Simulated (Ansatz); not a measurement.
Reactions of `[Br][In]([Br])[Br]`.

Program: Ansatz. Geometries: PBE0-D4/def2-TZVP. ΔE: electronic, gas phase. CCSD(T)/CBS adds triple-zeta CCSD(T) − MP2 to the extrapolated MP2 energy (def2 sets, frozen cores). This one scheme is used for every species, atoms too. DFT in def2-TZVPP. No spin–orbit coupling; open shells (•) take unrestricted orbitals. Spin–orbit coupling would lower the free atoms: clearly for Br; strongly for In. def2 core potentials past Kr. Bonds to Br, In, Mg are less sure, by a few kJ/mol each and by 10 to 20 or more in all where they break to atoms, as the def2 sets lack core-valence functions. Scalar relativity is left out up to krypton. One conformer a species, not always the lowest.

| reaction | r2SCAN-D4 (kcal/mol) |
| --- | --- |
| `[Br][In]([Br])[Br]` + H₂ → `[Br][InH][Br]` + HBr | 24.7 |
| `[Br][In]([Br])[Br]` + `[NH2][Mg][Cl]` → `[NH2][In]([Br])[Br]` + `[Cl][Mg][Br]` | -8.4 |
| `[Br][In]([Br])[Br]` + H₂S → `[SH][In]([Br])[Br]` + HBr | 8.4 |
| `[Br][In]([Br])[Br]` → 3 Br• + In• | 217.0 |
| `[Br][In]([Br])[Br]` + HCl → `[Cl][In]([Br])[Br]` + HBr | 4.6 |
| `[Br][In]([Br])[Br]` + `SS` → `S[S][In]([Br])[Br]` + HBr | 9.5 |
| `[Br][In]([Br])[Br]` + NH₃ → `[NH2][In]([Br])[Br]` + HBr | 28.1 |
| `[Br][In]([Br])[Br]` + H₂O → `[OH][In]([Br])[Br]` + HBr | 24.3 |
| `[Br][In]([Br])[Br]` + H–F → `[F][In]([Br])[Br]` + HBr | 17.8 |

Task: Give the CCSD(T)/CBS values in the same order. (Best estimate.)

Result: Computed: 25.4, -8.1, 8.9, 219.5, 5.2, 10.2, 27.5, 25.2, 20.1 kcal/mol.

Largest T1 diagnostic: 0.015, for In•.
